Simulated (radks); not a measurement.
Results of a calculation; reference values are marked as such.
Valence configurations of the molybdenum ion Mo+ (all share [Kr]). Code: a radial shooting solver on a logarithmic mesh with Libxc functionals. Model: scalar-relativistic Kohn-Sham, PBE, spin-polarised, spherical densities, point nucleus; open shells are filled with parallel spins first (spin-orbit coupling, left out, can overturn this in heavy ions). Energies are relative to 4d5; eigenvalues in eV for spin up.

4d5: E (eV) 0.000; moment (Bohr magnetons) 5; e(4d) -11.424
4d4 5s1: E (eV) 1.561; moment (Bohr magnetons) 5; e(4d) -13.814; e(5s) -11.690
4d4.5 5s0.5: E (eV) 0.641; moment (Bohr magnetons) 5; e(4d) -12.594; e(5s) -11.039
4d4 5s0.5 5p0.5: E (eV) 3.825; moment (Bohr magnetons) 5; e(4d) -14.353; e(5p) -7.487; e(5s) -12.036
4d4 5p1: E (eV) 6.108; moment (Bohr magnetons) 5; e(4d) -14.877; e(5p) -7.786
4d4.5 5p0.5: E (eV) 2.808; moment (Bohr magnetons) 5; e(4d) -13.138; e(5p) -7.033
4d3 5s0.5 5p1.5: E (eV) 11.708; moment (Bohr magnetons) 5; e(4d) -17.893; e(5p) -8.983; e(5s) -13.973
4d2 5s1.5 5p1.5: E (eV) 17.451; moment (Bohr magnetons) 4; e(4d) -20.480; e(5p) -9.767; e(5s) -15.076

NIST lists [Kr] 4d5 as the ground configuration; this level of theory agrees among the configurations tried. The energies are those of spherical high-spin densities, not of single terms.
